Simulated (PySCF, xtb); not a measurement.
OSr, SMILES [O]=[Sr].

Harmonic wavenumbers (cm⁻¹) from GFN2-xTB in xtb at its own minimum, in rising order: 467.

Task: What does B3LYP-D3(BJ)/def2-TZVPD in PySCF 2.14.0 give at its own minimum? (An estimate is asked for; the answer gives what the named calculation found.)

Result: 667. Paired by order, the mean absolute difference is 200 cm⁻¹ and the zero-point energies are 0.7 and 1.0 kcal/mol.
